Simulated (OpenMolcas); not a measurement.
## CH3FGeO (SMILES C[O][Ge][F]): the vertical energy of the triplet above the singlet, rung by rung

CH3FGeO has 7 atoms, charge 0, and is taken as a singlet. As SMILES, `C[O][Ge][F]`. Geometry: relaxed at PBE0-D4/def2-TZVP. This is one conformer, not always the lowest.

Quantity: the vertical energy of the triplet above the singlet, in eV. The values are calculated.

```csv
level,kind,program,value (eV),CPU time (all runs)
HF/6-31G* (spherical functions),Hartree–Fock,OpenMolcas,2.97,12 s
BLYP/6-31G* (spherical functions),GGA,OpenMolcas,3.90,56 s
M06-L/6-31G* (spherical functions),meta-GGA,OpenMolcas,3.99,74 s
r2SCAN/6-31G* (spherical functions),meta-GGA,OpenMolcas,3.65,71 s
B3LYP/6-31G* (spherical functions),global hybrid,OpenMolcas,3.90,47 s
M06-2X/6-31G* (spherical functions),hybrid meta-GGA,OpenMolcas,3.47,66 s
PBE0/6-31G* (spherical functions),global hybrid,OpenMolcas,3.71,45 s
B3LYP/6-31G* (Cartesian functions),global hybrid,OpenMolcas,3.90,60 s
```

All-electron rows without a relativistic Hamiltonian named are non-relativistic. The values span 2.97 to 3.99 eV. Times are those of the runs behind each value, whatever else they computed, on shared processors of several kinds: orders of magnitude only.
